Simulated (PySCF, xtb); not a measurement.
C2H6BNO, SMILES B1(CCO1)N.

Coordinates come from a B3LYP-D3(BJ)/def2-SVP optimisation. The structure was generated by enumeration, and PubChem lists no compound with its InChIKey, so it may never have been made. One conformer was computed; it need not be the lowest.

Method: IEF-PCM-PBE0/def2-SVP run with PySCF.

The values are the electrostatic part of the solvation free energy, E(continuum) − E(gas) at the gas-phase geometry, in a cavity of scaled van der Waals radii (PySCF's table); cavitation and dispersion terms are not included. In vacuum the orbital gap is 9.23 eV. The dipole moment in vacuum is 1.75 D.

Computed values in water (ε = 78.36), acetonitrile (ε = 35.69), diethylether (ε = 4.24):
```tsv
solvent	ε	ΔG(elec) (kcal/mol)	dipole (D)	gap (eV)
water	78.36	-4.9	2.14	9.33
acetonitrile	35.69	-4.8	2.13	9.33
diethylether	4.24	-3.4	2.01	9.33
```

For comparison, GFN2-xTB/ALPB(water) (xtb, at the GFN2-xTB geometry, all terms of that model) gives -4.1 kcal/mol.
